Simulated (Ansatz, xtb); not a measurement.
Relative energy of two structures of FHO2SiTe

Structure X: `O[Si@]1(F)O[Te]1`, a singlet. Structure Y: a singlet given by its coordinates. Both are isolated molecules in the gas phase, relaxed with PBE0-D3(BJ)/def2-SVP; the shapes shown needn't be the lowest conformers.

X (Å):

```xyz
6

F    -2.5683    3.0280    1.8932
O    -2.0416    1.2218    0.1664
O    -0.2069    3.3669    0.4837
Si   -1.3516    2.3771    1.0856
Te    0.8680    2.2890    2.0452
H    -1.4502    0.7376   -0.4201
```

Y (Å):

```csv
atom,x (Å),y (Å),z (Å)
F,-2.8182,2.7687,0.2634
O,-0.1121,2.9627,0.3869
O,-1.1413,0.7718,1.0225
Si,-1.5090,2.4040,1.1259
Te,0.6228,1.0949,0.0655
H,-1.7464,2.9109,2.4888
```

Close contacts (Å): F1–Si4 1.61, O2–Si4 1.68, O2–Te5 2.03, O3–Si4 1.68, O3–Te5 2.03, Si4–Te5 2.72, Si4–H6 1.47.

Energies in hartree; the thermal terms are from PBE0-D3(BJ)/def2-SVP harmonic frequencies (ideal gas, rigid rotor, one conformer each, 200 K, 1 atm) and include the zero-point energy:

```
                              X           Y
E, CCSD(T)/def2-SVP  −806.279016  −806.256291
    E, MP2/def2-SVP  −806.243539  −806.219190
  E, MP2/def2-TZVPP  −807.235990  −807.214439
  zero-point energy     0.022134     0.020245
       H(200 K) − E     0.026065     0.023839
       G(200 K) − E     0.002547     0.000888
```

Task: Correct the CCSD(T) difference for the basis set by the MP2 change, then work out ΔE, ΔE₀, ΔH and ΔG for X → Y in kJ/mol (1 Eh = 2625.50 kJ/mol) and the equilibrium ratio [Y]/[X].

Result: 1. Differences Y − X: CCSD(T) +0.022725, MP2 in the small set +0.024349, MP2 in the large set +0.021551 Eh.
2. ΔE = +0.022725 + (+0.021551 − (+0.024349)) = +0.019927 Eh = +52.32 kJ/mol.
3. ΔE₀ = ΔE + ΔZPE = +0.019927 + (−0.001889) Eh = +47.36 kJ/mol.
4. ΔH = ΔE + (−0.002226) Eh = +46.47 kJ/mol.
5. ΔG = ΔE + (−0.001659) Eh = +47.96 kJ/mol, so ΔS = (ΔH − ΔG)/T = −7.4 J/(mol K).
6. kT = 0.6334 mEh, so K = [Y]/[X] = exp(−ΔG/kT) = exp(−28.84) ≈ 3.0 × 10^−13.

Structure X is favoured at this temperature. An error of 4 kJ/mol in ΔG would change K by a factor of 11. GFN2-xTB, HF/STO-3G gave ΔE the other sign. Mirror images and further conformers aren't counted.

Other levels gave ΔE = −18.9 (GFN2-xTB); −39.8 (HF/STO-3G, GFN2-xTB geometries); +69.1 (r2SCAN-D4/def2-SVP, GFN2-xTB geometries); +66.2 (PBE0-D3(BJ)/def2-SVP); +51.2 (HF/def2-SVP); +63.9 (MP2/def2-SVP); +59.7 (CCSD(T)/def2-SVP) kJ/mol. The correlated steps freeze 12 core orbitals; the filled d shell of Te is correlated, in a basis made for valence electrons. Atoms past krypton carry core potentials in the def2 sets, without spin–orbit terms. Programs: Ansatz 0.2.0, xtb 6.7.1.
